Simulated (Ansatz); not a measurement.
Cartesian coordinates in Å:
```
C -0.143 1.479 0.594
Sn 0.472 -0.196 -0.557
N -0.452 -1.864 0.065
Cl -0.315 0.224 -2.725
H 0.215 2.394 0.123
H -1.233 1.500 0.630
H 0.254 1.411 1.607
H 2.143 -0.475 -0.755
H -1.052 -1.775 0.871
H 0.111 -2.697 0.147
```

The species carries charge 0 and has multiplicity 1. Sn: def2 effective core potential.

Q: List the PBE0/def2-TZVPP orbital energies in eV (Ansatz 0.2.0). (Estimate.)

A: The calculation gave: Occupied: -2766.48, -390.95, -278.52, -258.31, -196.59, -196.46, -196.46, -140.38, -95.07, -94.98, -94.96, -28.97, -28.87, -28.80, -28.71, -28.67, -23.26, -21.78, -19.76, -14.08, -13.49, -11.91, -11.88, -10.41, -9.72, -9.38, -8.44, -8.23, -7.43. Lowest empty: -0.19, 0.21, 0.41, 1.37, 2.13, 2.40, 2.72, 2.86.
